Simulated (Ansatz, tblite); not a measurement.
Removing and adding an electron: Mg2F4. Total charge 0; singlet. Geometry: PBE0-D4/def2-SVP. Ansatz, gas phase; energy differences of separate SCF runs; the oxidised species was run as a doublet alone; the reduced species was run as a doublet alone.

Cartesian coordinates in Å:
```
Mg 1.183 -0.469 0.693
Mg -1.187 0.462 -0.693
F -2.619 1.043 -1.531
F 2.628 -1.023 1.530
F -0.482 0.369 1.074
F 0.477 -0.383 -1.074
```

The xTB rows come from tblite. Correlated methods freeze 6 core orbitals; core or outer-core shells of Mg are correlated, in sets that lack core-valence functions. The rows differ in basis, and correlated rows in double-zeta sets carry the largest basis error. HOMO above LUMO, or a gap near zero within one spin, warns that the state may not be the lowest or that an electron is smeared out. The structure comes from a short search, and lower isomers may exist.

Question: Estimate orbital energies and vertical ionisation energies and electron affinities at: GFN1-xTB; GFN2-xTB; HF/def2-SVP; PBE-D4/def2-TZVP; PBE-D4/def2-TZVPD; r2SCAN-D4/def2-TZVP; r2SCAN-D4/def2-TZVPD; PBE0-D4/def2-TZVP; PBE0-D4/def2-TZVPD; MP2/def2-SVP; CCSD/def2-SVP; CCSD(T)/def2-SVP.

Answer: 
```tsv
level	−HOMO (eV)	vertical IE (eV)	−LUMO (eV)	vertical EA (eV)	HOMO–LUMO gap (eV)	IE − EA (eV)	remarks
GFN1-xTB	13.98	17.47	11.39	7.96	2.58	9.51	–
GFN2-xTB	13.76	17.06	11.40	8.09	2.36	8.98	–
HF/def2-SVP	–	11.77	–	–	–	–	–
PBE-D4/def2-TZVP	8.04	11.43	2.68	–	5.35	–	gap within one spin near zero (+1 doublet)
PBE-D4/def2-TZVPD	8.04	–	2.65	0.73	5.40	–	HOMO above zero (-1 doublet)
r2SCAN-D4/def2-TZVP	8.42	11.63	2.14	–	6.28	–	gap within one spin near zero (+1 doublet)
r2SCAN-D4/def2-TZVPD	8.41	–	2.08	0.55	6.33	–	HOMO above zero (-1 doublet)
PBE0-D4/def2-TZVP	9.97	12.19	1.92	–	8.05	–	–
PBE0-D4/def2-TZVPD	9.97	–	1.88	0.57	8.08	–	HOMO above zero (-1 doublet)
MP2/def2-SVP	–	13.49	–	–	–	–	–
CCSD/def2-SVP	–	13.20	–	–	–	–	–
CCSD(T)/def2-SVP	–	13.23	–	–	–	–	–
```

   A HOMO above zero means that the electron is unbound at that level or that self-interaction error raises the level; the energy of removing that electron tells which. Raw xTB energy differences between charge states are shifted by several eV; the methods need an empirical correction for them.
